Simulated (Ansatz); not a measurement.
PBE exchange is replaced step by step with exact exchange (0 % is PBE, 25 % PBE0; no dispersion term), basis def2-TZVPD, Ansatz. System: the cluster Li7H8⁻. Charge -1, multiplicity 1. Geometry: PBE0-D4/def2-TZVPD, each spin state at its own.

The relaxed triplet has other bonds than the singlet, so its gap is one between isomers. The relaxed quintet has other bonds than the singlet, so its gap is one between isomers.

Geometry of the singlet:

```xyz
15

Li    0.431   -0.383   -0.142
Li   -1.693   -1.666   -0.769
Li   -1.946   -2.577    1.543
Li   -0.141   -1.007    2.274
Li    0.146    1.003   -2.276
Li    1.770    2.732   -1.485
Li    1.733    1.630    0.756
H     2.259    3.212    0.161
H    -0.381   -1.860    0.591
H     0.821    0.358    1.627
H     0.665    2.585   -2.877
H    -2.940   -2.607    0.064
H     1.515    0.853   -0.964
H    -0.856   -0.328   -1.616
H    -1.385   -1.946    3.114
```

At PBE-D4/def2-TZVPD, PBE with 5 % exact exchange/def2-TZVPD, PBE with 10 % exact exchange/def2-TZVPD, PBE with 15 % exact exchange/def2-TZVPD and others the highest occupied level of the charge -1 triplet lies above zero (up to 0.74 eV). It is a level of α spin, whose loss leaves a doublet; that state wasn't run at this geometry and level. The electron is either unbound and held by the finite basis, or the level is raised by self-interaction error. At PBE-D4/def2-TZVPD, PBE with 5 % exact exchange/def2-TZVPD the highest occupied level of the charge -1 quintet lies above zero (up to 0.17 eV). It is a level of α spin, whose loss leaves a quartet; that state wasn't run at this geometry and level. The electron is either unbound and held by the finite basis, or the level is raised by self-interaction error. In the quintet, H9 and H15 lie 0.82 Å apart, H11 and H13 lie 0.82 Å apart (atoms count from 1), so H2 has formed as a molecule. The structure comes from a short search, and lower isomers may exist.

| exact exchange (%) | HOMO (eV) | LUMO (eV) | gap (eV) | triplet − singlet (kJ/mol) | quintet − singlet (kJ/mol) |
| --- | --- | --- | --- | --- | --- |
| 0 | -1.54 | 1.49 | 3.03 | 254.2 | 423.5 |
| 5 | -1.75 | 1.60 | 3.35 | 263.9 | 426.6 |
| 10 | -1.96 | 1.70 | 3.66 | 273.4 | 429.7 |
| 15 | -2.17 | 1.81 | 3.98 | 282.8 | 432.9 |
| 35 | -3.02 | 2.21 | 5.23 | 318.9 | 445.3 |
| 50 | -3.67 | 2.48 | 6.15 | 344.5 | 454.8 |

**Question.** Fit a straight line to the column «quintet − singlet (kJ/mol)» against the share of exact exchange and predict its value at 25 %.

**Answer.** With x = exact exchange (%) and y = quintet − singlet (kJ/mol): mean x = 19.17, mean y = 435.5; Σ(x − x̄)(y − ȳ) = 1170, Σ(x − x̄)² = 1871; slope b = 0.6253, intercept a = ȳ − b·x̄ = 423.5. The residuals of the fitted rows reach 0.1. At x = 25 the line gives 423.5 + (0.6253 × 25) = 439.1; the run gave 439.1, the same within rounding.
